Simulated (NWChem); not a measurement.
Species: LaF2, doublet; SMILES [F][La][F]

```xyz
3

La     0.0000     0.0000    -0.2081
F      1.9678     0.0000     0.6589
F     -1.9678     0.0000     0.6589
```
Atoms are numbered in this order, from 1.

Results from NWChem. Spin-unrestricted. In the optimisation the excess spin sits in a" (Cs, its own frame). Coordinates come from a PBE0/def2-SVP, spin-unrestricted optimisation. The spin multiplicity was typed, not searched, and may not be the lowest. No stability test was run on the SCF state. def2 effective core potentials on La; no spin-orbit coupling. Vertical excitations in the gas phase; the lowest state need not have the same character in each row. Excited states of an open shell can be spin-contaminated.

| level | lowest excitation (eV) | lowest state with f > 0.02 (eV) | oscillator strength of that bright state | lowest empty minus highest occupied level, either spin (eV) |
|---|---|---|---|---|
| B3LYP/def2-SVP, TDA | 0.63 | 2.52 | 0.059 | 1.60 |
| CAM-B3LYP/def2-SVP, TDA | 0.59 | 2.48 | 0.058 | 3.44 |
| PBE0/def2-SVP, TDA | 0.52 | 2.54 | 0.052 | 2.12 |
